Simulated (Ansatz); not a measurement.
**Two structures, one formula**

The two ends of one reaction step of GeSiH6I, doublet (PBE0-D4/def2-TZVP).

A:

| atom | x (Å) | y (Å) | z (Å) |
| --- | --- | --- | --- |
| I1 | -2.5004 | 0.0212 | -0.0372 |
| Si2 | -0.7397 | 1.1694 | -1.2817 |
| Ge3 | 0.9953 | -1.0740 | 1.2834 |
| H4 | 0.1577 | 0.1534 | -1.8774 |
| H5 | -1.3931 | 1.9692 | -2.3452 |
| H6 | 0.0006 | 2.0511 | -0.3513 |
| H7 | 2.5202 | -0.8965 | 1.4222 |
| H8 | 0.3035 | -1.0211 | 2.6555 |
| H9 | 0.6558 | -2.3727 | 0.5317 |

B:

I1  (-2.711, -0.459, 2.397)
Si2  (0.304, 0.921, -1.162)
Ge3  (0.442, -0.783, 0.491)
H4  (1.528, 0.893, -2.005)
H5  (-0.891, 0.676, -2.007)
H6  (0.192, 2.238, -0.488)
H7  (1.586, -0.594, 1.498)
H8  (-0.925, -0.681, 1.352)
H9  (0.475, -2.211, -0.076)
(Å)

Ansatz 0.2.0; basis: def2-TZVPP; cores frozen in the correlated methods; orbitals are unrestricted. Filled d shells of the heavier atoms are correlated. Core potentials replace the inner electrons of the atoms past krypton. The def2 sets are not built for correlating such inner shells, so the correlated values are less sure here. B3LYP uses VWN-RPA correlation.

Question: Which structure is lower at CCSD(T), and by how much? (To be estimated.)

Answer: Computed: A, by 0.211 eV (electronic energy, against the other). By their contacts, A is a complex of SiH₃I ([SiH3][I]) + GeH₃ and B is a complex of GeSiH₆ ([SiH3][GeH3]) + I.

Question: Do the other methods give the same order? (Judge from chemistry; the calculation decides.)

Answer: By the calculation: Not all: SPW92 gives the other order.

```csv
method,E(B) − E(A) (eV)
SPW92,-0.056
PBE-D4,0.057
BLYP-D4,0.044
r2SCAN-D4,0.140
B97M-V,0.045
PBE0-D4,0.146
B3LYP-D4,0.110
r2SCAN0-D4,0.204
BHLYP-D4,0.205
CAM-B3LYP-D4,0.133
wB97X-V,0.161
wB97M-V,0.244
B2PLYP,0.165
PBE-QIDH,0.250
RPA on PBE,0.194
HF,0.395
MP2,0.368
CCSD,0.215
CCSD(T),0.211
```

T1 diagnostic: at most 0.012. ⟨S²⟩ of the unrestricted Hartree–Fock references: 0.75 to 0.77 (a pure state has 0.75).

Labels in which every atom is bracketed show which atoms are joined, not bond orders.

For scale, one of the runs: CCSD(T)/def2-TZVPP, 224 basis functions, launched by `ansatz run in.yaml --threads 4 --pin off --events-out ev --progress --plain --max-ram 41984MiB --backend cuda --devices 0, --max-vram 37GiB`. Hardware: 4 CPU threads of an AMD EPYC 7R13 and a share of one NVIDIA H100, shared host. Wall time 8 s; peak host memory 0.84 GiB.
